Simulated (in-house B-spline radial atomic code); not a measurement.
Values are calculated unless marked as measured or tabulated.
# Impurity-limited mobility of n-type InAs at n = 1.4994e17 cm⁻³, compensation 0.1

For InAs the NSM archive of the Ioffe Institute lists m* = 0.023 m0 and ε = 15.15.

One parabolic, isotropic band at zero temperature, uniform dielectric constant, impurities scattering independently, no phonons and no central-cell term; real bands flatten as E_F rises, which lowers the mobility at the highest densities. In effective units each ion is a point charge Z in an electron gas; its screened potential is solved self-consistently in the LDA with open boundaries (B-splines, partial waves to l = 16), which gives the phase shifts δ_l at the Fermi level.

**Question.** Put the electron gas into effective units.

**Answer.** a* = 0.0529177 nm × 15.15/0.023 = 34.86 nm and Ha* = 27211.386 meV × 0.023/15.15² = 2.727 meV. From 4π (r_s a*)³/3 = 1/n, r_s = 0.335. Then k_F = 1.91916/r_s = 5.7288 per a*, E_F = k_F²/2 = 16.4098 Ha* = 44.7 meV, and Mott's number n^(1/3) a* = 1.852.

Self-consistent phase shifts (rad):

```json
{"l": "0", "donor, Z = +1": "0.2775", "acceptor, Z = −1": "-0.2605"}
{"l": "1", "donor, Z = +1": "0.1160", "acceptor, Z = −1": "-0.1138"}
{"l": "2", "donor, Z = +1": "0.0572", "acceptor, Z = −1": "-0.0575"}
{"l": "3", "donor, Z = +1": "0.0302", "acceptor, Z = −1": "-0.0308"}
{"l": "4", "donor, Z = +1": "0.0165", "acceptor, Z = −1": "-0.0170"}
{"l": "5", "donor, Z = +1": "0.0092", "acceptor, Z = −1": "-0.0096"}
{"l": "6", "donor, Z = +1": "0.0052", "acceptor, Z = −1": "-0.0055"}
{"l": "7", "donor, Z = +1": "0.0030", "acceptor, Z = −1": "-0.0031"}
{"l": "8", "donor, Z = +1": "0.0017", "acceptor, Z = −1": "-0.0018"}
```

With all partial waves the Friedel sums are 0.997 and -0.997, and Σ (l + 1) sin²(δ_l − δ_(l+1)) is 0.03612 for the donor and 0.03104 for the acceptor. The screened donor binds no level.

**Question.** Find the transport cross sections, and compare them with the Born approximation for Thomas-Fermi screening (Brooks-Herring).

**Answer.** σ_tr = (4π/k_F²) × sum: 0.01383 a*² for the donor and 0.01188 a*² for the acceptor. Thomas-Fermi gives q_s² = 4k_F/π = 7.2942, so b = 4k_F²/q_s² = 17.998, and σ_Born = (2π/k_F⁴)(ln(1 + b) − b/(1 + b)) = 0.005833 × 1.9970 = 0.01165 a*² for either sign. The donor scatters 1.19 times and the acceptor 1.02 times as much. Two things differ from Brooks-Herring. First order with Lindhard's response and the LDA kernel gives 1.11 times σ_Born for either sign: screening weakens at large momentum transfer, and the exchange-correlation potential of the screening charge adds to the ion's own, which is the larger part in a thin gas. Higher orders then split the signs, leaving the donor at 1.07 and the acceptor, which keeps the electrons out, at 0.92 of that.

**Question.** With N_A/N_D = 0.1 and n = N_D − N_A, what are the mobility and the resistivity?

**Answer.** N_D = 1.67e17 and N_A = 1.67e16 cm⁻³. μ = e/(ħ k_F Σ N σ_tr), with e/ħ = 15.193 cm²/(V·s) per nm². Here k_F = 0.1644 nm⁻¹, a*² = 1215 nm², 1 cm⁻³ = 1e-21 nm⁻³, and Σ N σ_tr = 0.00304 nm⁻¹, a mean free path of 329 nm. So μ = 30400 cm²/(V·s) and ρ = 1/(n e μ) = 0.00137 Ω·cm. Brooks-Herring would give 35600 cm²/(V·s). k_F times the mean free path is 54.1.
